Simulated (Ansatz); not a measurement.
Abridged output of a molecular run in Ansatz:

```
Functional definition: HF
916 factors; integrals over basis functions are off by at most 1.2e-3 eV
mean field evaluation 1: about -18875.5341 eV, gradient 3.3e1 eV
mean field evaluation 2: about -18875.5368 eV, gradient 3.3e1 eV
mean field evaluation 4: about -18878.4226 eV, gradient 3.7e0 eV
mean field evaluation 8: about -18878.4745 eV, gradient 2.2e-4 eV
mean field -18878.47452227 eV, -693.7711424039 hartree, gradient 1.3e-6 eV, S^2 0.000000; 0 other end points of the search recorded, 0 dependent functions left out
12 core orbitals not correlated: weight in the atoms' cores, before any rotation towards them, 1.000 or more for the frozen orbitals, at most 0.000 for the correlated occupied ones
reference -18878.47452227 eV, -693.7711424039 hartree; 12, 12 occupied and 70, 70 virtual orbitals, 916 factors
second order -14.14563172 eV of doubles, -0.00000000 eV of singles
cycle   1  -14.91235791 eV  change   -7.7e-1 eV  update   1.1e-1
cycle   2  -15.40130569 eV  change   -4.9e-1 eV  update   3.4e-2
cycle   3  -15.53507182 eV  change   -1.3e-1 eV  update   2.0e-2
cycle   4  -15.52896248 eV  change    6.1e-3 eV  update   5.2e-3
cycle   5  -15.52772364 eV  change    1.2e-3 eV  update   2.5e-3
cycle   6  -15.52804306 eV  change   -3.2e-4 eV  update   8.3e-4
cycle   7  -15.52762186 eV  change    4.2e-4 eV  update   3.5e-4
cycle   8  -15.52758377 eV  change    3.8e-5 eV  update   1.2e-4
cycle   9  -15.52763603 eV  change   -5.2e-5 eV  update   4.2e-5
cycle  10  -15.52763303 eV  change    3.0e-6 eV  update   1.5e-5
perturbative correction -0.46701694 eV, -0.0171625561 hartree
Total energy: -18894.46917224 eV, -694.3589349488 hartree
```

Its atoms:

Cartesian coordinates in Å:
```
Si 0.8810 -0.2054 -1.5653
Si 0.2994 -0.2531 0.6896
C -1.3254 0.3093 1.2687
O -0.1740 1.2044 1.3639
H 2.2307 0.3912 -1.7471
H 0.8964 -1.5932 -2.1008
H -0.1248 0.6018 -2.3019
H 1.1191 -1.1225 1.5714
H -2.0914 0.6638 0.5819
H -1.7110 0.0036 2.2396
```

Question: Which basis set was used?
A. def2-SVP
B. def2-QZVPP
C. def2-SVPD
D. def2-TZVPPD

Answer: A. It gives 94 functions.

Question: Write the keys of the input that set method, charge and spin (a neutral closed shell needs none for the last two).

Answer: 
```yaml
correlation: {method: ccsd_t}
```
